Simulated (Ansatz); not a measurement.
```yaml
crystal:
  periodic: [false, false, false]
  atoms:
    - {symbol: Au, position_ang: [0.040220, 0.039219, -1.427763]}
    - {symbol: P, position_ang: [0.039587, 0.047949, 0.758135]}
    - {symbol: H, position_ang: [0.783770, -0.964558, 1.420589]}
    - {symbol: H, position_ang: [-1.241621, -0.245489, 1.468494]}
    - {symbol: H, position_ang: [0.455823, 1.167367, 1.488898]}
    - {symbol: Cl, position_ang: [-0.010700, 0.033418, -3.700529]}
basis:
  gaussian: {orbitals: def2-mTZVP}
magnetization: {spin_polarized: true, initial_magnetization: 2}
hamiltonian: {xc: {name: rPW86-PBE}}
scf: {omitted_lower_state_checks: [starts]}
```

```sh
$ ansatz run in.yaml --threads 4 --pin off --events-out ev --progress --plain --max-ram 3916MiB
```

Shortened log:

```
Functional definition: rPW86-PBE
908 factors; their error is unknown
mean field evaluation 1: about -25572.2168 eV, gradient 2.0e1 eV
mean field evaluation 2: about -25559.7497 eV, gradient 5.4e1 eV
mean field evaluation 4: about -25575.0076 eV, gradient 8.5e0 eV
mean field evaluation 8: about -25575.5706 eV, gradient 1.6e0 eV
mean field evaluation 16: about -25575.5726 eV, gradient 2.6e-2 eV
mean field evaluation 32: about -25575.5726 eV, gradient 2.1e-5 eV
mean field -25575.57264665 eV, -939.8849590185 hartree, gradient 7.2e-6 eV, S^2 2.003185; 0 other end points of the search recorded, 0 dependent functions left out
reference -25575.57276572 eV, -939.8849633944 hartree; 28, 26 occupied and 61, 63 virtual orbitals, 908 factors
Total energy: -25575.57276572 eV, -939.8849633944 hartree
Checks for a lower state left out: starts
```

It took 9.1 s on 4 threads of Arm Neoverse V2 on a shared host.

In the def2 sets Au takes a core potential; there is no spin–orbit coupling.
